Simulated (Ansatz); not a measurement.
A run on H2OSSn (`[OH][Sn][SH]`) with other settings.

```yaml
crystal:
  periodic: [false, false, false]
  atoms:
    - {symbol: O, position_ang: [-1.169246, -1.043056, -0.055282]}
    - {symbol: Sn, position_ang: [-1.099722, 0.819154, -0.712792]}
    - {symbol: S, position_ang: [1.207502, 1.376269, -0.087647]}
    - {symbol: H, position_ang: [-0.383856, -1.406903, 0.360436]}
    - {symbol: H, position_ang: [1.495323, 0.180934, 0.453885]}
basis:
  gaussian: {orbitals: def2-mTZVPP}
hamiltonian: {xc: {name: HF}}
output: {forces: true}
```

```sh
$ ansatz run in.yaml --threads 4 --pin off --events-out ev --progress --plain --max-ram 10444MiB
```

It prints (some lines left out):

```
Functional definition: HF
986 factors; integrals over basis functions are off by at most 8.8e-4 eV
mean field evaluation 1: about -18691.0538 eV, gradient 4.0e1 eV
mean field evaluation 2: about -18691.0554 eV, gradient 4.0e1 eV
mean field evaluation 4: about -18694.3595 eV, gradient 2.9e0 eV
mean field evaluation 8: about -18694.4049 eV, gradient 8.9e-4 eV
mean field -18694.40493920 eV, -687.0067099927 hartree, gradient 8.4e-6 eV, S^2 0.000000; 0 other end points of the search recorded, 0 dependent functions left out
reference -18694.40493920 eV, -687.0067099927 hartree; 24, 24 occupied and 73, 73 virtual orbitals, 986 factors
Total energy: -18694.40493920 eV, -687.0067099927 hartree
Atom 0 at    -1.169246    -1.043056    -0.055282 Å, force     1.032234    -0.168101     0.432746 eV/Å
Atom 1 at    -1.099722     0.819154    -0.712792 Å, force    -0.320333    -0.026803    -0.105340 eV/Å
Atom 2 at     1.207502     1.376269    -0.087647 Å, force     0.144869    -0.353488     0.181632 eV/Å
Atom 3 at    -0.383856    -1.406903     0.360436 Å, force    -0.906818     0.252267    -0.418499 eV/Å
Atom 4 at     1.495323     0.180934     0.453885 Å, force     0.050048     0.296125    -0.090540 eV/Å
Dipole moment:    -0.086804     0.018638    -0.038014 e Å
```

Hardware: 4 threads of an Arm Neoverse V1 on a shared host. Wall time 0.75 s, peak host memory 0.18 GiB.
